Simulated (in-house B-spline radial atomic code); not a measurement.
# Neutral beryllium: [He] 2s2

Level of theory: non-relativistic LC-wPBE, spin-polarised, spherical fractional occupations, point nucleus; calculated with an all-electron radial atomic-structure program (B-spline basis).

Z_r = [3n² - l(l+1)]/(2<r>); Z_e = n√(-2ε); the last column is Slater's effective charge. Values are occupation-weighted means over spin.

```
shell  electrons   ε (eV)  <r> (bohr)   Z_r   Z_e  Slater
   1s          2  -112.13      0.4203  3.57  2.87    3.70
   2s          2  -8.9154       2.594  2.31  1.62    1.95
```

The least bound orbital is 2s at -8.915 eV, and it is also the most diffuse (<r> = 2.594 bohr).
